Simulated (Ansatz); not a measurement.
Ansatz (a quantum-chemistry and plane-wave program) input (CCSD(T)/aug-cc-pVDZ):

Ansatz 0.2 input:
```yaml
crystal:
  periodic: [false, false, false]
  atoms:
    - {symbol: Ge, position_ang: [-0.00000000, -0.00000000, -1.13240811]}
    - {symbol: Ge, position_ang: [0.00000000, 0.00000000, 1.05062557]}
    - {symbol: H, position_ang: [0.00000000, 0.00000000, 2.61704156]}
basis:
  gaussian:
    orbitals: aug-cc-pVDZ
total_charge: -1
magnetization: {spin_polarized: false}
correlation: {method: ccsd_t, electrons: outside_noble_gas}
output: {forces: true}
```

End of the output:

```
mean field evaluation 192: about -112954.1475 eV, gradient 1.9e-3 eV
mean field evaluation 224: about -112946.6723 eV, gradient 1.1e1 eV
mean field evaluation 256: about -112955.2267 eV, gradient 2.3e-2 eV
mean field -112960.53342782 eV, -4151.2230360729 hartree, gradient 2.4e-6 eV, S^2 0.000000; 3 other end points of the search recorded, 0 dependent functions left out; unrestricted orbitals would lower it
28 core orbitals not correlated
reference -112960.53342782 eV, -4151.2230360729 hartree; 5, 5 occupied and 48, 48 virtual orbitals, 903 factors
densities: 0.19 GiB planned
second order -5.41406297 eV of doubles, -0.00000000 eV of singles
coupled cluster: 0.15 GiB planned
cycle   1  -5.60826200 eV  change   -1.9e-1 eV  update   1.0e-1
cycle   2  -5.85245410 eV  change   -2.4e-1 eV  update   3.6e-2
cycle   3  -5.92398518 eV  change   -7.2e-2 eV  update   1.9e-2
cycle   4  -5.92697563 eV  change   -3.0e-3 eV  update   6.2e-3
cycle   5  -5.92819569 eV  change   -1.2e-3 eV  update   2.3e-3
cycle   6  -5.92828916 eV  change   -9.3e-5 eV  update   7.8e-4
cycle   7  -5.92846612 eV  change   -1.8e-4 eV  update   2.3e-4
cycle   8  -5.92857389 eV  change   -1.1e-4 eV  update   9.5e-5
cycle   9  -5.92855826 eV  change    1.6e-5 eV  update   2.9e-5
cycle  10  -5.92855011 eV  change    8.2e-6 eV  update   1.1e-5
cycle  11  -5.92855245 eV  change   -2.3e-6 eV  update   4.4e-6
cycle  12  -5.92854973 eV  change    2.7e-6 eV  update   1.7e-6
cycle  13  -5.92855072 eV  change   -9.8e-7 eV  update   5.7e-7
coupled cluster: 0.15 GiB planned
perturbative correction -0.40755392 eV, -0.0149773305 hartree
the calculation of the forces begins
Total energy: -112966.86953246 eV, -4151.4558836237 hartree
Atom 0 at    -0.000000    -0.000000    -1.132408 Å, force    -0.000000     0.000000    -1.264241 eV/Å
Atom 1 at     0.000000     0.000000     1.050626 Å, force    -0.000000    -0.000000     1.119622 eV/Å
Atom 2 at     0.000000     0.000000     2.617042 Å, force     0.000000    -0.000000     0.144619 eV/Å
Dipole moment:     0.000000    -0.000000     0.072024 e Å
```

It need not be the lowest isomer of its formula. Whether it binds its extra electron was not tested at this geometry.
